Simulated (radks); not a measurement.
The numbers below are computed, except where a source is named.
Problem. Re L, 26 electrons, occupied as [Ar] 3d8. Code: a radial shooting solver on a logarithmic mesh with Libxc functionals. Model: scalar-relativistic Kohn-Sham, r2SCAN, spin-polarised, spherical densities, finite nucleus; open shells are filled with parallel spins first (spin-orbit coupling, left out, can overturn this in heavy ions); meta-GGA in the generalised Kohn-Sham scheme; Fermi nuclear charge, rms radius 5.3698 fm. Some entries of the table are withheld. Estimate them.

orbital,occ.,eigenvalue (eV),<1/r> (bohr^-1),r(max) (bohr)
1s up,1,-74519.36,88.73,0.01124
1s down,1,-74519.35,88.73,0.01124
2s up,1,-15194.98,20.84,0.06441
2s down,1,-15182.56,20.86,0.06438
2p up,3,-13614.81,18.81,0.05293
2p down,3,-13605.10,18.82,0.05290
3s up,1,-5425.777,(1),0.1788
3s down,1,-5413.573,(2),0.1789
3p up,3,-4954.124,7.376,0.1764
3p down,3,-4941.449,7.362,0.1765
3d up,5,-4456.077,6.963,0.1425
3d down,3,-4439.503,6.954,0.1427

Solution. 
(1) 3s up <1/r> (bohr^-1): 7.977
(2) 3s down <1/r> (bohr^-1): 7.962
